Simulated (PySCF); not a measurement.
PySCF 2.14 output of an unrestricted PBE calculation on a single atom or ion in aug-cc-pVDZ-PP with ECP60MDF (5s5p4d2f, 54 functions), with scalar relativity through the core potential:

```
SCF conv_tol = 1e-09
number electrons alpha = 11  beta = 5
    J. P. Perdew, K. Burke, and M. Ernzerhof.,  Phys. Rev. Lett. 77, 3865 (1996)
    J. P. Perdew, K. Burke, and M. Ernzerhof.,  Phys. Rev. Lett. 78, 1396 (1997)
    J. P. Perdew, K. Burke, and M. Ernzerhof.,  Phys. Rev. Lett. 77, 3865 (1996)
    J. P. Perdew, K. Burke, and M. Ernzerhof.,  Phys. Rev. Lett. 78, 1396 (1997)
cycle= 1 E= -90.6074586804889  delta_E= -0.00785  |g|= 0.0166  |ddm|= 0.493
cycle= 2 E= -90.6075111300808  delta_E= -5.24e-05  |g|= 0.0153  |ddm|= 0.077
cycle= 3 E= -90.6076160626935  delta_E= -0.000105  |g|= 0.000587  |ddm|= 0.0284
cycle= 4 E= -90.6076186117199  delta_E= -2.55e-06  |g|= 0.000196  |ddm|= 0.0144
cycle= 5 E= -90.6076198208987  delta_E= -1.21e-06  |g|= 4.95e-05  |ddm|= 0.0157
cycle= 6 E= -90.6076198818227  delta_E= -6.09e-08  |g|= 4.6e-06  |ddm|= 0.00437
cycle= 7 E= -90.6076198818444  delta_E= -2.18e-11  |g|= 2.55e-07  |ddm|= 6.03e-05
converged SCF energy = -90.6076198818444  <S^2> = 12.000835  2S+1 = 7.0002387
```

The run itself started from symmetry-adapted Hartree-Fock orbitals and held the occupation by maximum overlap, on a logarithmic radial grid, so the iterations belong to that start.

Which element, charge and spin multiplicity is this?

Os (osmium, neutral), multiplicity 7; the state was [Xe] 4f14 5d6 6s1 7s1, high-spin 7D determinant (an excited configuration).

Energies and moments cover only the electrons outside the core potential. Spin-orbit coupling, absent here, splits the open shell strongly. The outer electron is Rydberg-like, and this basis confines it to a smaller radius and binds it less than a complete one would.
